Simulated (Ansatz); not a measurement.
Relaxation of AlFGeH3NSe (8 atoms, charge 0, multiplicity 1), to a largest force component of 0.02 eV/Å in at most 50 steps.

Method: RKS BLYP-D4/def2-SVP in Ansatz 0.2.0.

```xyz
8
Properties=species:S:1:pos:R:3:forces:R:3
F -0.428 -1.738 2.702 0.10 -0.71 -2.50
Al 0.225 -0.577 1.468 0.60 -2.52 3.44
N 1.216 -0.279 -0.121 1.26 -1.44 0.86
Ge -0.087 0.942 -0.388 -1.06 3.95 -2.04
Se -1.581 0.102 -2.091 -0.63 -0.76 0.20
H 2.081 0.294 0.182 -1.11 -0.83 0.07
H 0.205 -0.049 2.914 0.58 2.22 0.46
H -1.754 -1.177 -1.295 0.26 0.09 -0.49
```

Where does it end, and by what steps?

It converged. After 19 steps the energy has fallen by 4.300 eV; F1 moved furthest, 1.44 Å. Parted: Al2–Ge4 (2.42 → 3.48 Å).

| step | energy less start (eV) | largest force component (eV/Å) | accepted |
| --- | --- | --- | --- |
| 0 | 0.0000 | 3.947 | yes |
| 1 | -1.7205 | 2.629 | yes |
| 2 | -3.0118 | 1.392 | yes |
| 3 | -3.5134 | 0.945 | yes |
| 4 | -3.7566 | 0.807 | yes |
| 5 | -3.8325 | 0.647 | yes |
| 6 | -3.9567 | 0.375 | yes |
| 7 | -4.0516 | 0.337 | yes |
| 8 | -4.1267 | 0.325 | yes |
| 9 | -4.1883 | 0.512 | yes |
| 10 | -4.2162 | 0.504 | yes |
| 11 | -4.2481 | 0.337 | yes |
| 12 | -4.2720 | 0.413 | yes |
| 13 | -4.2921 | 0.212 | yes |
| 14 | -4.2985 | 0.039 | yes |
| 15 | -4.2983 | 0.098 | no |
| 16 | -4.2997 | 0.026 | yes |
| 17 | -4.2999 | 0.032 | yes |
| 18 | -4.2998 | 0.048 | no |
| 19 | -4.3000 | 0.009 | yes |

```xyz
8
Properties=species:S:1:pos:R:3
F -1.166 -1.494 1.492
Al 0.244 -0.596 1.717
N 0.893 0.343 0.322
Ge 0.484 0.718 -1.495
Se -1.566 -0.548 -1.864
H 1.760 0.855 0.551
H 0.922 -0.624 3.144
H -1.693 -1.134 -0.498
```

The run took 46 s on 2 threads of Intel(R) Xeon(R) Platinum 8488C (Sapphire Rapids), with other jobs on the host, peak memory 0.21 GiB.
